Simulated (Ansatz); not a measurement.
Reaction (ligand exchange at a B–O bond): `CNBO` + H–F → `CNBF` + H₂O

Calculated with Ansatz (gas phase, PBE0-D4/def2-TZVP geometries, no zero-point term in ΔE). CBS: MP2 limit from def2 TZ/QZ plus the TZ coupled-cluster correction, frozen cores. This one scheme is used for every species. DFT in def2-TZVPP. One conformer a species, not always the lowest.

(1) Is it downhill or uphill in electronic energy at CCSD(T)/CBS, and by how much? (Estimate.)

(2) What do these levels give: ωB97X-V, revPBE, BHLYP, RPA@PBE/def2-TZVPP, HF/def2-QZVPP, MP2/def2-QZVPP? (Best estimate.)

Largest T1 diagnostic among the species: 0.012.

## Answers

(1) Ansatz gave: Downhill: ΔE = -4.9 kcal/mol.

(2) The calculation gave: ωB97X-V -5.4, revPBE -5.4, BHLYP -6.1, RPA@PBE/def2-TZVPP -5.2, HF/def2-QZVPP -7.0, MP2/def2-QZVPP -4.4 kcal/mol.

Leaving LDA and LC-ωPBE aside and taking each functional with its dispersion term where it has one, the values, not all of them listed here, spread over 1.5 kcal/mol, from B97M-V to revPBE-D4. LDA lies +1.1 kcal/mol from PBE without D4. In def2-TZVPP, CCSD(T) changes the Hartree–Fock value by +2.0 kcal/mol (the triples alone add +0.3 kcal/mol) and MP2 by +2.6 kcal/mol.
